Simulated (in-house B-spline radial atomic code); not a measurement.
**Ionising the selenium ion Se⁵⁺ with different functionals**

Computed with a radial B-spline atomic code at the basis-set limit: non-relativistic Hamiltonian, point nucleus, spin-polarised at highest spin, spherical fractional occupations for the functionals, and exact exchange of hybrids averaged over the configuration. The ionisation energy is the difference of two self-consistent energies, [Ar] 3d10 4s1 → [Ar] 3d10, without Breit or QED terms; ε is the level of the shell that loses the electron (its least bound occupied spin orbital). There is no spin-orbit coupling in this Hamiltonian.

```csv
method,rung,ΔSCF (eV),-ε(4s) (eV)
PBE0,global hybrid,81.41,76.52
B3LYP,global hybrid,81.99,76.61
TPSSh,global hybrid,81.17,75.57
M06-2X,global hybrid,80.99,77.23
BHandHLYP,global hybrid,?,?
r2SCAN0,global hybrid,?,?
B97-1,global hybrid,81.01,75.89
HSE06,range-separated hybrid,81.49,76.27
wB97X,range-separated hybrid,80.35,78.92
CAM-B3LYP,range-separated hybrid,81.98,78.42
LC-wPBE,range-separated hybrid,81.61,79.85
```

**Question.** What does r2SCAN0 give?

**Answer.** ΔSCF 81.03 eV, and -ε(4s) = 76.82 eV.

**Question.** What does BHandHLYP give?

**Answer.** ΔSCF 81.41 eV, and -ε(4s) = 77.96 eV.

**Question.** Among the functionals, which spreads more, the ΔSCF values or the orbital energies?

**Answer.** The orbital energies: ΔSCF values span about 1.64 eV and the orbital energies 4.29 eV.

**Question.** How do they compare with the NIST value?

**Answer.** NIST lists 81.83 eV ± 0.03 (measured, ground level to ground level). Errors run from -1.48 to +0.16 eV; CAM-B3LYP is closest (+0.15 eV), though others lie within the uncertainty of it, and part of that can be cancellation, since the calculations leave out relativity, Breit-QED terms.
